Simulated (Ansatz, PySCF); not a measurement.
Gas-phase reaction in SMILES: N[Si](O)(O)O + 4 [H][H] (H2) -> N (NH3) + 3 O (H2O) + [SiH4] (SiH4)
Structures are relaxed separately at B3LYP-D3(BJ)/def2-TZVP in Ansatz (a program for electronic structure), one conformer each, not searched for the lowest.
Geometry of the first species:
SMILES: O[Si](O)(N)O
```xyz
10

N     -0.1832    -0.0680    -1.6785
Si    -0.0106    -0.0090     0.0175
O     -1.1223    -0.9063     0.8086
O     -0.2249     1.5439     0.5139
O      1.4594    -0.6274     0.4180
H     -0.9703     0.3911    -2.1107
H      0.0460    -0.9191    -2.1686
H     -1.0865    -0.9209     1.7683
H      0.3112     2.2244     0.1009
H      2.2339    -0.2542    -0.0086
```

Property: energy of full hydrogenation (0 K, with B3LYP-D3(BJ) harmonic zero-point energies from PySCF), in kcal/mol. Correlated levels leave the core frozen unless marked. Spin-orbit coupling is left out. Non-relativistic. CBS marks a two-point X^-3 extrapolation of the correlation energy; Hartree-Fock from the larger set.

Level to compare with: CCSD(T)/CBS(cc-pV(T+d)Z,cc-pV(Q+d)Z) (Ansatz), 87.8 kcal/mol. It is a level with limits of its own, and the differences hold the functionals' basis error too.

Question: Rank these functionals by how close they come to CCSD(T)/CBS(cc-pV(T+d)Z,cc-pV(Q+d)Z), closest first: revPBE/def2-TZVPD (Ansatz); PBE0/def2-TZVPD (Ansatz); CAM-B3LYP/def2-TZVPD (Ansatz).

Answer: CAM-B3LYP/def2-TZVPD (range-separated hybrid, 81.9 kcal/mol, difference -5.9), PBE0/def2-TZVPD (global hybrid, 76.1 kcal/mol, difference -11.7), revPBE/def2-TZVPD (GGA, 70.6 kcal/mol, difference -17.2)
